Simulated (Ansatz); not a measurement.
`FC(Cl)C[SiH3]` and `FC(F)(Cl)C[SiH3]` differ in one atom or group.

Ansatz, PBE0-D4/def2-TZVP geometries, multiplicity 1. Each molecule was computed in one conformer, which needn't be the lowest.

```json
{"property": "LUMO energy (PBE/def2-TZVPP) / eV", "`FC(Cl)C[SiH3]`": "-0.67"}
{"property": "HOMO–LUMO gap (PBE0/def2-TZVPP) / eV", "`FC(Cl)C[SiH3]`": "9.01"}
{"property": "HOMO energy (PBE/def2-TZVPP) / eV", "`FC(Cl)C[SiH3]`": "-7.24"}
{"property": "HOMO–LUMO gap (PBE/def2-TZVPP) / eV", "`FC(Cl)C[SiH3]`": "6.57"}
{"property": "HOMO–LUMO gap (B3LYP/def2-TZVPP) / eV", "`FC(Cl)C[SiH3]`": "8.48"}
{"property": "HOMO energy (ωB97M-V/def2-TZVPP) / eV", "`FC(Cl)C[SiH3]`": "-10.92"}
```

**Question.** What does the change do to each property? (Estimate.)

**Answer.** The calculation gave: 
```tsv
property	`FC(F)(Cl)C[SiH3]`	shift
LUMO energy (PBE/def2-TZVPP) / eV	-0.89	-0.22
HOMO–LUMO gap (PBE0/def2-TZVPP) / eV	9.23	0.22
HOMO energy (PBE/def2-TZVPP) / eV	-7.62	-0.38
HOMO–LUMO gap (PBE/def2-TZVPP) / eV	6.73	0.16
HOMO–LUMO gap (B3LYP/def2-TZVPP) / eV	8.70	0.22
HOMO energy (ωB97M-V/def2-TZVPP) / eV	-11.29	-0.37
```

With PBE0 the HOMO falls by 0.38 eV and the LUMO falls by 0.16 eV, so the gap widens by about 0.22 eV. PBE moves the HOMO by -0.38 eV and ωB97M-V by -0.37 eV.

B3LYP here is the variant with VWN-RPA as its local correlation; programs differ in this.
